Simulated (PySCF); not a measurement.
C₂HF₂, SMILES [CH]=C(F)F, multiplicity 2.

Coordinates come from a PBE-D3(BJ)/def2-TZVP optimisation. The isomer is the one that the SMILES or the coordinates give; other isomers of the formula were not compared.

Level of theory: PBE-D3(BJ)/def2-TZVP (PySCF 2.14.0).

Harmonic, unscaled wavenumbers; measured fundamentals usually lie a few per cent lower.

### Question
Give all harmonic wavenumbers and intensities. (Estimate from the structure and the level; the computed values follow.)

### Answer

| mode | ν (cm⁻¹) | IR (km/mol) | moving atoms (share of kinetic energy) |
|---|---|---|---|
| 1 | 399 | 12.1 | H 46 %, F 33 %, C 21 % |
| 2 | 476 | 73.6 | H 67 %, C 32 % |
| 3 | 527 | 4.4 | F 77 %, C 22 % |
| 4 | 598 | 1.5 | C 71 %, H 19 %, F 11 % |
| 5 | 689 | 33.0 | H 46 %, C 37 %, F 17 % |
| 6 | 929 | 65.6 | F 58 %, C 40 % |
| 7 | 1161 | 252.6 | C 71 %, F 28 % |
| 8 | 1710 | 224.6 | C 94 % |
| 9 | 3283 | 34.2 | H 90 %, C 10 % |
